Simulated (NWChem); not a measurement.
CH5NOZn; SMILES [Zn]([O]C)[NH2]

```xyz
9

Zn     0.0577    -0.4091    -0.0001
O      0.4961     1.3076    -0.0004
C     -0.3616     2.3951     0.0003
H     -1.0190     2.4475     0.8946
H      0.2257     3.3333    -0.0068
H     -1.0297     2.4408    -0.8865
N     -0.0927    -2.2158    -0.0002
H     -0.5334    -2.6341    -0.8163
H     -0.5257    -2.6346     0.8198
```
Atoms are numbered in this order, from 1.

Computed with NWChem. Pople sets run with spherical d functions. Structure relaxed at the PBE0/def2-SVP level. No frequency run checked for a minimum.

Question: What does the run give for B3LYP/6-31G*? Quantities: highest occupied level (eV); orbital gap (eV); dipole (D).

Answer: 
```yaml
highest occupied level (eV): -6.43
orbital gap (eV): 5.77
dipole (D): 2.34
```
